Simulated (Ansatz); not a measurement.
Start from `NC=O` and change one atom or group to get `O=[CH][InH2]`.

Ansatz, PBE0-D4/def2-TZVP geometries, multiplicity 1. Each molecule was computed in one conformer, which needn't be the lowest.

Elements past krypton have def2 core potentials.

| property | `NC=O` |
| --- | --- |
| HOMO energy (B3LYP/def2-TZVPP) / eV | -7.36 |
| LUMO energy (ωB97M-V/def2-TZVPP) / eV | 2.36 |
| HOMO energy (ωB97M-V/def2-TZVPP) / eV | -10.04 |
| LUMO energy (B3LYP/def2-TZVPP) / eV | 0.29 |
| size of the dipole moment (B3LYP/def2-TZVPP) / D | 3.95 |
| ideal-gas entropy at 298 K and 1 bar (rigid rotor, harmonic PBE0-D4/def2-TZVP) / J/(mol·K) | 257 |

(1) Give the same properties after the change, and the shifts. (Estimate.)

Results:

(1) Ansatz gave: 
```tsv
property	`O=[CH][InH2]`	shift
HOMO energy (B3LYP/def2-TZVPP) / eV	-6.20	1.16
LUMO energy (ωB97M-V/def2-TZVPP) / eV	-0.49	-2.85
HOMO energy (ωB97M-V/def2-TZVPP) / eV	-8.54	1.50
LUMO energy (B3LYP/def2-TZVPP) / eV	-2.26	-2.55
size of the dipole moment (B3LYP/def2-TZVPP) / D	2.21	-1.74
ideal-gas entropy at 298 K and 1 bar (rigid rotor, harmonic PBE0-D4/def2-TZVP) / J/(mol·K)	314	57
```

With PBE0 the HOMO rises by 1.22 eV and the LUMO falls by 2.56 eV, so the gap narrows by about 3.78 eV. PBE moves the HOMO by 0.80 eV and ωB97M-V by 1.50 eV. Dipoles are sizes alone; their direction can turn.

B3LYP here is the variant with VWN-RPA as its local correlation; programs differ in this.
